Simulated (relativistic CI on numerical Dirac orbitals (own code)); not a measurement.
# Pt49+: q coefficients and field-shift factors

Computed by Dirac-Coulomb-Breit CI, separate exchange-only KLI orbitals for each configuration, derivatives by finite differences, unscaled Slater integrals, QED left out (own radial code, finite nucleus).

Configuration list (outside the closed core [Ar] 3d10): 4s, 4p, 4d, 4f, 5s, 5p, 5d, 5f. Levels of other configurations are missing.

With x = (α/α₀)² − 1 an excitation energy changes as ω = ω₀ + qx; K = 2q/ω₀ is the relative enhancement. Terms are leading LS components, so labels can repeat. The field-shift factor is F = δν/δ⟨r²⟩ for the transition from the lowest level.

Lowest level 4s ²S1/2.

```tsv
Level	ω₀ (cm⁻¹)	q (cm⁻¹)	K	F (GHz/fm²)
4p ²P°1/2	882014	166900	0.378	-3220
4p ²P°3/2	1960144	1.505e+06	1.54	-3460
4d ²D3/2	3284768	1.571e+06	0.957	-3450
4d ²D5/2	3513199	1.807e+06	1.03	-3440
4f ²F°5/2	4922242	1.796e+06	0.73	-3400
4f ²F°7/2	4982519	1.854e+06	0.744	-3400
5s ²S1/2	9116492	955800	0.21	-1800
5p ²P°1/2	9546153	1.028e+06	0.215	-3290
5p ²P°3/2	10054662	1.653e+06	0.329	-3410
5d ²D3/2	10688391	1.682e+06	0.315	-3400
5d ²D5/2	10799376	1.797e+06	0.333	-3400
5f ²F°5/2	11426084	1.792e+06	0.314	-3380
5f ²F°7/2	11460770	1.826e+06	0.319	-3380
```

At this charge energies of transitions that change n are usually good to better than 1 %, and those within a shell (Δn = 0) to a few per cent.
